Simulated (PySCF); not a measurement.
Si(F)2(Me)2 (C2H6F2Si), SMILES C[Si](C)(F)F.

Geometry: ωB97X-D3(BJ)/def2-SVP.

Computed with TDDFT-PBE/def2-SVPD run with PySCF.

Vertical excitations. The molecule is in vacuum. State labels are in the subgroup C2v.

Computed UV-visible absorptions:
```
state  symmetry  energy (eV)  λ (nm)      f                          main pairs
-----  --------  -----------  ------  -----  ----------------------------------
S1           B1         7.42     167  0.078                     HOMO→LUMO 100 %
S2           A2         8.49     146  0.000                    HOMO→LUMO+1 99 %
S3           A1         8.50     146  0.009                    HOMO→LUMO+2 98 %
S4           B1         8.51     146  0.032                    HOMO→LUMO+3 98 %
S5           A1         8.91     139  0.080                    HOMO−1→LUMO 97 %
S6           B2         9.08     136  0.000                   HOMO−2→LUMO 100 %
S7           A2         9.23     134  0.000  HOMO−3→LUMO 65 %, HOMO→LUMO+5 35 %
S8           A2         9.25     134  0.000  HOMO→LUMO+5 65 %, HOMO−3→LUMO 35 %
S9           B1         9.32     133  0.057                    HOMO→LUMO+4 96 %
S10          B1         9.40     132  0.005                    HOMO−4→LUMO 99 %
T1           B1         7.24     171      0                     HOMO→LUMO 100 %
T2           A2         8.11     153      0                    HOMO→LUMO+1 99 %
T3           B1         8.22     151      0                    HOMO→LUMO+3 98 %
T4           A1         8.29     150      0                    HOMO→LUMO+2 98 %
```
Triplets are in the Tamm–Dancoff approximation, which puts them higher than full response would, so one can lie above its singlet here.
